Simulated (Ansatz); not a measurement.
Geometry optimisation, RKS BHLYP-D4/def2-SVP (Ansatz).

Input:

```yaml
crystal:
  periodic: [false, false, false]
  atoms:
    - { symbol: O, position_ang: [0.4243, 0.6023, -1.4578] }
    - { symbol: Si, position_ang: [0.4656, 0.062, 0.1416] }
    - { symbol: O, position_ang: [2.0609, 0.1528, 0.676] }
    - { symbol: S, position_ang: [-0.1302, -1.9621, 0.2076] }
    - { symbol: Te, position_ang: [-0.9696, 1.4515, 1.5949] }
    - { symbol: H, position_ang: [-0.589, 0.6322, -1.6927] }
    - { symbol: H, position_ang: [2.6298, -0.4088, 0.0573] }
    - { symbol: H, position_ang: [-1.4457, -1.6022, -0.2613] }
    - { symbol: H, position_ang: [-2.3575, 1.0259, 0.7173] }
basis:
  gaussian: { orbitals: def2-SVP }
hamiltonian:
  xc: { name: BHLYP }
  dispersion: d4
relax:
  f_tol: 0.015
  max_steps: 40
```

Command:

```bash
$ ansatz run input.yaml --threads 2 --pin off --max-ram 3072MiB --backend cpu --events-out ev --progress --plain --runs-dir out
```

Where does it end, and by what steps?

The run converged. After 21 steps the energy has fallen by 0.751 eV; H8 moved furthest, 1.05 Å.

| step | energy less start (eV) | largest force component (eV/Å) | accepted |
| --- | --- | --- | --- |
| 0 | 0.0000 | 3.664 | yes |
| 1 | -0.3502 | 1.667 | yes |
| 2 | -0.4886 | 0.945 | yes |
| 3 | -0.5868 | 0.790 | yes |
| 4 | -0.6479 | 0.354 | yes |
| 5 | -0.6780 | 0.338 | yes |
| 6 | -0.6778 | 0.989 | no |
| 7 | -0.7004 | 0.204 | yes |
| 8 | -0.7122 | 0.856 | yes |
| 9 | -0.7309 | 0.230 | yes |
| 10 | -0.7293 | 0.394 | no |
| 11 | -0.7398 | 0.094 | yes |
| 12 | -0.7452 | 0.076 | yes |
| 13 | -0.7432 | 0.413 | no |
| 14 | -0.7453 | 0.119 | yes |
| 15 | -0.7429 | 0.482 | no |
| 16 | -0.7485 | 0.062 | yes |
| 17 | -0.7498 | 0.043 | yes |
| 18 | -0.7507 | 0.025 | yes |
| 19 | -0.7509 | 0.058 | yes |
| 20 | -0.7511 | 0.039 | yes |
| 21 | -0.7511 | 0.014 | yes |

```xyz
9
Properties=species:S:1:pos:R:3
O -0.140 0.235 -1.464
Si 0.247 0.011 0.119
O 1.841 0.240 0.448
S -0.344 -2.001 0.497
Te -0.786 1.718 1.602
H -0.125 1.129 -1.800
H 2.446 -0.465 0.226
H -0.741 -2.196 -0.770
H -2.309 1.283 1.125
```

Whether the end is a true minimum wasn't checked by a vibrational analysis.

The run took 3 min on 2 threads of Intel(R) Xeon(R) Processor @ 2.50GHz (Skylake/Cascade Lake) (shared host), peak memory 0.3 GiB.
